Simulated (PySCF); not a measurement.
Structure revision by computed shifts

A compound C8H9OP gives the data below (simulated from a calculation) and was assigned the structure `CC#CP(C)c1ccoc1`.

$^{13}$C{$^{1}$H} NMR (computed): δ 193.3 (CH), 179.3 (C), 169.6 (C), 143.4 (C), 143.3 (CH), 141.4 (CH), 28.7 (CH3), 25.9 (CH3).

$^{1}$H NMR (400 MHz, computed): δ 10.09 (m, 1H), 7.63 (m, 1H), 7.53 (m, 1H), 2.84 (m, 3H), 2.57 (s, 3H).

All values are calculated (PySCF): shieldings: GIAO PBE/pcSseg-1, geometry: PBE0-D3(BJ)/def2-SVP. No solvent model, no relativistic terms, averaged over atoms made equivalent by symmetry, fast rotation or ring inversion, one conformer.

Chemical shifts δ = σref − σ; $^{1}$H (σ = 31.20 ppm), $^{13}$C (σ = 180.03 ppm) vs TMS, all at this level.

(1) Compare with the shifts computed for the proposed structure, pairing carbons in order of shift.

(2) Which isomer fits?

## Answers

(1) Mapped SMILES: `[CH3:1][C:2]#[C:3][P:4]([CH3:5])[c:6]1[cH:7][cH:8][o:9][cH:10]1`. Hydrogens are named by the atom that carries them.

```csv
atom,computed for proposal,given list,difference
C8,144.0,193.3,-49.3
C10,139.6,179.3,-39.7
C6,127.7,169.6,-41.9
C7,116.9,143.4,-26.5
C2,106.2,143.3,-37.1
C3,82.4,141.4,-59.0
C5,14.7,28.7,-14.0
C1,6.4,25.9,-19.5
```

The rms difference is 38.6 ppm and the largest -59.0 ppm at C3 (alkyne carbon). The carbon types in order of shift don't match either: CH, CH, C, CH, C, C, CH3, CH3 for the proposal against CH, C, C, C, CH, CH, CH3, CH3 in the data. The proposal doesn't fit.

(2) `Cc1cc(C)pc(C=O)c1`.

1. δC 193.3: aldehyde carbonyl carbon; the double bond to the heteroatom, with no lone-pair donor beside it, deshields it most.
2. δC 179.3, 169.6: ring carbon next to a ring phosphorus.
3. δC 143.3, 141.4: aromatic CH.
4. δH 10.09: hydrogen on an aldehyde carbonyl carbon; the formyl region, downfield of aromatic protons.

This is the structure that produced the data.

Splittings by $^{31}$P in the carbon and heteronuclear signals aren't shown, as no couplings were computed. Shifts are as computed. Against solution values, carbons near 30 ppm lie about +2 ppm off and those near 130 ppm about +2 ppm (rms about the fit 1.8 ppm; single classes can miss by 10 ppm). Of 1328 compounds with measured shifts, 309 miss one by over three times the rms of a fit or turn the order of signals round; such compounds aren't used in these exercises. Signals without a measured value on file couldn't be tested in this way. Multiplicities follow the n + 1 count of equivalent neighbours, as no J values were calculated; m marks all less simple cases, F and P coupling included.
